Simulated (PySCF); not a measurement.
**Ionisation energy of Sb²⁺ by level of theory**

Sb²⁺ [Kr] 4d10 5s2 5p1 (2P) → Sb³⁺ [Kr] 4d10 5s2 (1S), as a difference of total energies. Calculation: PySCF 2.14, in x2c-TZVPPall; scalar relativity by spin-free X2C-1e. Correlated levels: valence and next inner shell: [Ar] 3d10 frozen. The calculations carry no spin-orbit coupling.

| method | ionisation energy (eV) |
| --- | --- |
| UHF | 24.098 |
| MP2 (valence and next inner shell) | 24.520 |
| SCS-MP2 (valence and next inner shell) | 24.438 |
| CCSD (valence and next inner shell) | 24.534 |
| CCSD(T) (valence and next inner shell) | 24.549 |

Task: How much does correlation contribute at CCSD(T) (valence and next inner shell)?

Result: 24.549 − (24.098) = 0.451 eV, measured against UHF.

The reference lies between the lowest fine-structure levels, while these numbers refer to the centres of the terms.

Errors of the correlated levels include the incompleteness of this basis and the frozen core.

For comparison: 25.323 eV (measured; NIST Atomic Spectra Database, ionization energies).
